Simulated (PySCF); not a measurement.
PySCF 2.14 output of an unrestricted CAM-B3LYP calculation on a single atom or ion in def2-QZVPPD (11s6p5d3f2g, 93 functions), with no relativity, point nucleus:

```
SCF conv_tol = 1e-09
number electrons alpha = 11  beta = 10
    T. Yanai, D. P. Tew, and N. C. Handy.,  Chem. Phys. Lett. 393, 51 (2004)
cycle= 1 E= -849.009707237348  delta_E= -0.0113  |g|= 0.028  |ddm|= 0.329
cycle= 2 E= -849.044307120112  delta_E= -0.0346  |g|= 0.0969  |ddm|= 0.499
cycle= 3 E= -849.022078683613  delta_E= 0.0222  |g|= 0.0605  |ddm|= 0.302
cycle= 4 E= -849.022173810729  delta_E= -9.51e-05  |g|= 0.0675  |ddm|= 0.122
cycle= 5 E= -849.023502106423  delta_E= -0.00133  |g|= 0.0709  |ddm|= 0.0934
cycle= 6 E= -849.027357730115  delta_E= -0.00386  |g|= 0.0711  |ddm|= 0.0698
cycle= 7 E= -849.023984363579  delta_E= 0.00337  |g|= 0.0965  |ddm|= 0.836
cycle= 8 E= -849.023985741842  delta_E= -1.38e-06  |g|= 0.0967  |ddm|= 0.000783
cycle= 9 E= -849.023834847361  delta_E= 0.000151  |g|= 0.0775  |ddm|= 0.307
cycle= 10 E= -849.015335072802  delta_E= 0.0085  |g|= 0.0354  |ddm|= 0.28
cycle= 11 E= -849.008357245212  delta_E= 0.00698  |g|= 0.013  |ddm|= 0.187
cycle= 12 E= -849.007508474528  delta_E= 0.000849  |g|= 0.00495  |ddm|= 0.0812
cycle= 13 E= -849.007470045082  delta_E= 3.84e-05  |g|= 0.00372  |ddm|= 0.0136
cycle= 14 E= -849.007472103327  delta_E= -2.06e-06  |g|= 0.00408  |ddm|= 0.00334
cycle= 15 E= -849.007465733548  delta_E= 6.37e-06  |g|= 0.0049  |ddm|= 0.00928
cycle= 16 E= -849.007460467634  delta_E= 5.27e-06  |g|= 0.00489  |ddm|= 0.0071
cycle= 17 E= -849.007470519056  delta_E= -1.01e-05  |g|= 0.000342  |ddm|= 0.0192
cycle= 18 E= -849.007470420365  delta_E= 9.87e-08  |g|= 3.69e-05  |ddm|= 0.00173
cycle= 19 E= -849.007470414145  delta_E= 6.22e-09  |g|= 9.05e-06  |ddm|= 0.000204
cycle= 20 E= -849.007470414095  delta_E= 4.99e-11  |g|= 7.47e-07  |ddm|= 4.16e-05
converged SCF energy = -849.007470414095  <S^2> = 0.75090954  2S+1 = 2.0009093
```

The run itself started from symmetry-adapted Hartree-Fock orbitals and held the occupation by maximum overlap, on a logarithmic radial grid, so the iterations belong to that start.

Problem. Which element, charge and spin multiplicity is this?

Solution. Ti⁺ (titanium, charge +1), multiplicity 2; the state was [Ar] 3d1 4s2, 2D determinant (an excited configuration).
